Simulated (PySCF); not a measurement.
Ionisation energy of Ca²⁺ by level of theory

Ca²⁺ [Ar] (1S) → Ca³⁺ [Ne] 3s2 3p5 (2P), as a difference of total energies. Computed with PySCF 2.14 in an uncontracted even-tempered set (19 s from 0.054 bohr⁻², ratio 2.5; 13 p from 0.071 bohr⁻², ratio 2.5; 5 d from 1.5 bohr⁻², ratio 2.7; 5 f from 2.3 bohr⁻², ratio 2.7), with the non-relativistic Hamiltonian (point nucleus). Correlated levels: outer shells: 1s2 frozen; virtual orbitals above 40 to 60 times the deepest correlated orbital energy dropped. The calculations carry no spin-orbit coupling.

```tsv
method	ionisation energy (eV)	plus first-order spin-orbit estimate	difference from reference of that sum (eV)
UHF	49.717	49.597	-1.316
LDA	51.105	50.985	+0.072
PBE	50.818	50.699	-0.214
PBE0	50.895	50.775	-0.138
r2SCAN	50.994	50.874	-0.039
BP86	50.916	50.797	-0.116
PBEsol	50.810	50.690	-0.223
MP2 (outer shells)	50.537	50.417	-0.496
SCS-MP2 (outer shells)	50.440	50.320	-0.593
```

Reference: 50.913 eV (measured; NIST Atomic Spectra Database, ionization energies).

A first-order spin-orbit estimate (lowest level to lowest level, LS coupling) adds -0.120 eV.

These non-relativistic numbers lack the scalar-relativistic shift.
